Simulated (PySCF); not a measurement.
## Ionisation energy of Tl²⁺ by level of theory

Tl²⁺ [Xe] 4f14 5d10 6s1 (2S) → Tl³⁺ [Xe] 4f14 5d10 (1S), as a difference of total energies. Calculation: PySCF 2.14, in aug-cc-pVQZ-DK3; the spin-free X2C one-electron Hamiltonian (Gaussian nucleus). The calculations carry no spin-orbit coupling.

```
 method  ionisation energy (eV)  error (eV)
    UHF                  28.147      -1.705
r2SCANh                  30.052      +0.200
  M06-L                  29.218      -0.634
```

Reference: 29.852 eV (measured; NIST Atomic Spectra Database, ionization energies).
